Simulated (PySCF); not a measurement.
Correlation energy of Ne (neon, neutral)

[Ne], closed-shell 1S. Computed with PySCF 2.14 in cc-pVDZ-DK (3s2p1d, 14 functions), with scalar relativity by spin-free X2C-1e. Frozen: 1s2; 8 electrons correlated.

MP2 pair energies summed by pair of shells (mhartree):

```json
{"pair": "2p-2p", "energy": "-140.23", "share (%)": "75.5"}
{"pair": "2s-2p", "energy": "-38.22", "share (%)": "20.6"}
{"pair": "2s-2s", "energy": "-7.28", "share (%)": "3.9"}
```

Total MP2 correlation energy: -185.73 mhartree.

Same-spin part -50.85 and opposite-spin part -134.88 mhartree; SCS-MP2 scales them by 1/3 and 6/5 to -178.81 mhartree.

| level | correlation energy (mhartree) |
| --- | --- |
| CCSD | -189.20 |
| (T) | -1.05 |
| CCSD(T) | -190.25 |

Diagnostics: T1 = 0.0023, D1 = 0.0036, largest double amplitude 0.042.

Cost of the coupled-cluster step: 0.05 s of wall time on 1 thread of Neoverse-V1 (shared host), for 8 correlated electrons.

Iterations:

```
CC2 = 0
CCSD nocc = 4, nmo = 13
frozen orbitals [0]
max_cycle = 100
direct = 0
conv_tol = 1e-08
conv_tol_normt = 1e-06
diis_space = 8
diis_start_cycle = 0
Init t2, MP2 energy = -128.810919105406  E_corr(MP2) -0.185733017541903
Init E_corr(CCSD) = -0.185733017542043
cycle = 1  E_corr(CCSD) = -0.187626056364113  dE = -0.00189303882  norm(t1,t2) = 0.0109075
cycle = 2  E_corr(CCSD) = -0.188909679083593  dE = -0.00128362272  norm(t1,t2) = 0.00277472
cycle = 3  E_corr(CCSD) = -0.189160042052829  dE = -0.000250362969  norm(t1,t2) = 0.000752985
cycle = 4  E_corr(CCSD) = -0.189206356474433  dE = -4.63144216e-05  norm(t1,t2) = 0.000127836
cycle = 5  E_corr(CCSD) = -0.189203257331734  dE = 3.0991427e-06  norm(t1,t2) = 1.19053e-05
cycle = 6  E_corr(CCSD) = -0.189203338952523  dE = -8.16207897e-08  norm(t1,t2) = 8.52284e-07
cycle = 7  E_corr(CCSD) = -0.189203326425413  dE = 1.25271104e-08  norm(t1,t2) = 4.72069e-08
cycle = 8  E_corr(CCSD) = -0.189203326132764  dE = 2.92648822e-10  norm(t1,t2) = 2.24603e-09
CCSD converged
E(CCSD) = -128.8143894139968  E_corr = -0.189203326132764
CCSD(T) correction = -0.00104712076510941
```
